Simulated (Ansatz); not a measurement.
Computed with Ansatz on PBE0-D4/def2-TZVP structures; ΔE is electronic, products minus reactants. CCSD(T)/CBS adds triple-zeta CCSD(T) − MP2 to the extrapolated MP2 energy (def2 sets, frozen cores). This one scheme is used for every species. One conformer a species, not always the lowest.

Consider the formal exchange of groups at the Si–O bond: `C=C[SiH2]O` + `[SiH3]Cl` → `C=C[SiH2][SiH2]Cl` + H₂O.

```tsv
species	CCSD(T)/CBS(def2) energy (Eh)
`C=C[SiH2]O`	-443.99110
`[SiH3]Cl`	-750.69636
`C=C[SiH2][SiH2]Cl`	-1118.27482
H₂O	-76.37941
```

Work out ΔE.

ΔE = (-1118.27482) + (-76.37941) − (-443.99110) − (-750.69636) = 0.03323 Eh = +87.2 kJ/mol.

What do rigid-rotor, harmonic-oscillator terms from PBE0-D4/def2-TZVP frequencies (298.15 K, 1 bar) make of the CCSD(T)/CBS value? (An estimate is asked.)

The calculation gave: ΔZPE = +0.5 kJ/mol, ΔH = +92.1 kJ/mol, ΔS = 5 J/(mol·K), ΔG = +90.6 kJ/mol. Modes under 50 cm⁻¹ make the entropy rough.

Largest T1 diagnostic among the species: 0.011.

The D4 term adds −8.7 kJ/mol with B3LYP and −5.3 kJ/mol with PBE0; it sums over pairs of atoms, weighted by their polarisabilities, and B3LYP, whose exchange is more repulsive, gets the larger term. From PBE to PBE0 (25 % exact exchange), in def2-TZVPP and without D4, ΔE moves by +6.1 kJ/mol. Leaving LDA and LC-ωPBE aside and taking each functional with its dispersion term where it has one, the values, not all of them listed here, spread over 32.1 kJ/mol, from revPBE-D4 to B2PLYP.

B3LYP here is the variant with VWN-RPA as its local correlation; programs differ in this.
